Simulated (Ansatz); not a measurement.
# Molecular dynamics of C2H11AlBNSi

Input:

```yaml
crystal:
  periodic: [false, false, false]
  atoms:
    - { symbol: B, position_ang: [-1.955509, -0.3361, 0.962275] }
    - { symbol: "N", position_ang: [-1.530445, -1.044326, -0.12831] }
    - { symbol: Si, position_ang: [0.229674, -1.174773, -0.501586] }
    - { symbol: C, position_ang: [0.453302, -0.535416, -2.251854] }
    - { symbol: Al, position_ang: [0.864217, 0.075434, 1.328887] }
    - { symbol: C, position_ang: [1.209372, 1.940446, 1.102377] }
    - { symbol: H, position_ang: [-1.105054, 0.177424, 1.643517] }
    - { symbol: H, position_ang: [-3.068639, -0.19204, 1.285891] }
    - { symbol: H, position_ang: [-2.243293, -1.499066, -0.735462] }
    - { symbol: H, position_ang: [0.495115, -2.600924, -0.570889] }
    - { symbol: H, position_ang: [0.194994, 0.524678, -2.332637] }
    - { symbol: H, position_ang: [1.494313, -0.644983, -2.572184] }
    - { symbol: H, position_ang: [-0.167533, -1.085215, -2.966519] }
    - { symbol: H, position_ang: [1.221957, -0.624636, 2.604988] }
    - { symbol: H, position_ang: [0.678383, 2.376894, 0.250679] }
    - { symbol: H, position_ang: [2.277507, 2.120565, 0.933119] }
    - { symbol: H, position_ang: [0.932839, 2.521739, 1.987808] }
basis:
  gaussian: { orbitals: STO-3G }
hamiltonian:
  xc: pbe0
  dispersion: d4
md:
  timestep: 0.5
  n_steps: 275
  ensemble: nvt_langevin
  temperature: 300.0
  initial_velocities: maxwell_boltzmann
  seed: 920288
  friction: 0.01
```

Command:

```bash
$ ansatz run input.yaml --threads 1 --pin off --max-ram 2048MiB --backend cpu --events-out ev --progress --plain --runs-dir out
```

It starts from a relaxed structure.

Output, in part (step lines, the closing report, with atoms numbered from 0):

```
md step     0: t =     0.00 fs  T =   282.4 K  F+E_penalty+E_count = -18661.81695613 eV  E_kin = 0.620448 eV  (21 SCF iters)
[... lines left out ...]
Total energy: -18661.27907318 eV, -685.7893568702 hartree
Atom 0 at    -2.058189     0.246341     0.799448 Å, force     1.029035    -0.199616    -0.917591 eV/Å
Atom 1 at    -1.739383    -0.717769    -0.167484 Å, force    -1.202960     0.928182     1.238693 eV/Å
Atom 2 at    -0.039815    -1.275940    -0.350590 Å, force    -0.341418    -0.254994    -0.149628 eV/Å
Atom 3 at     0.296098    -0.760605    -2.105621 Å, force    -2.328035     0.313789     1.234655 eV/Å
Atom 4 at     0.777824     0.148057     1.207349 Å, force     0.040432     0.185662     0.856825 eV/Å
Atom 5 at     1.220183     1.941564     0.696259 Å, force     0.312770     0.532121     1.523670 eV/Å
Atom 6 at    -1.205349     0.542595     1.599148 Å, force     0.395511    -0.409652    -0.144007 eV/Å
Atom 7 at    -2.950089     0.992793     0.904357 Å, force    -0.605667    -0.593259    -0.282575 eV/Å
Atom 8 at    -2.471663    -1.006397    -0.864601 Å, force     0.319231     0.263400     0.269659 eV/Å
Atom 9 at    -0.089204    -2.728682    -0.364856 Å, force     0.106607     0.042011     0.180012 eV/Å
Atom 10 at     0.013926     0.304951    -2.173634 Å, force     0.650898    -0.469149    -0.498924 eV/Å
Atom 11 at     1.290499    -0.990743    -2.351309 Å, force     1.803503     0.071008    -0.952775 eV/Å
Atom 12 at    -0.395260    -1.355032    -2.693111 Å, force     0.053506     0.059398    -0.783911 eV/Å
Atom 13 at     1.153338    -0.410070     2.559825 Å, force    -0.026095     0.228577    -0.170917 eV/Å
Atom 14 at     0.464195     2.465483     0.081772 Å, force     0.543592    -0.184997     0.259927 eV/Å
Atom 15 at     2.200179     1.994691     0.231092 Å, force     0.119311    -0.169720    -0.910345 eV/Å
Atom 16 at     1.429848     2.536810     1.625476 Å, force    -0.870222    -0.342760    -0.752768 eV/Å
Dipole moment:     0.088106    -0.264446    -0.209969 e Å
```

The steps, from the saved trajectory:

```
time (fs)  T (K)  potential energy less start (eV)
      0.0    282                             0.000
      4.5    190                             0.261
      9.0    224                             0.236
     13.5    183                             0.323
     18.0    190                             0.298
     22.5    150                             0.377
     27.0    169                             0.448
     31.5    225                             0.416
     36.0    267                             0.356
     40.5    194                             0.528
     45.0    225                             0.419
     49.5    252                             0.310
     54.0    210                             0.409
     58.5    203                             0.392
     63.0    223                             0.412
     67.5    243                             0.421
     72.0    179                             0.542
     76.5    217                             0.453
     81.0    165                             0.558
     85.5    259                             0.390
     90.0    229                             0.526
     94.5    279                             0.407
     99.0    274                             0.410
    103.5    197                             0.482
    108.0    286                             0.282
    112.5    158                             0.512
    117.0    267                             0.368
    121.5    233                             0.468
    126.0    205                             0.499
    130.5    284                             0.293
    135.0    193                             0.510
```

The run went to its last step. The mean temperature of the second half is 22 % below the set value. A run of 0.14 ps of so small a system gives no equilibrium averages. Limits of this set-up: minimal basis.

The same pairs are bonded in the first frame and the last. Pairs count as bonded within 1.25 times the sum of covalent radii (0.12 Å more for H–H).

Last frame:

```xyz
17
Properties=species:S:1:pos:R:3
B -2.058 0.246 0.799
N -1.739 -0.718 -0.168
Si -0.040 -1.276 -0.351
C 0.296 -0.761 -2.106
Al 0.778 0.148 1.207
C 1.220 1.942 0.696
H -1.205 0.543 1.599
H -2.950 0.993 0.904
H -2.472 -1.006 -0.865
H -0.089 -2.729 -0.365
H 0.014 0.305 -2.174
H 1.290 -0.991 -2.351
H -0.395 -1.355 -2.693
H 1.153 -0.410 2.560
H 0.464 2.466 0.082
H 2.200 1.995 0.231
H 1.430 2.537 1.625
```

Run time: 18 min on 1 thread of Arm Neoverse V2, with other jobs on the host, peak memory 0.13 GiB.
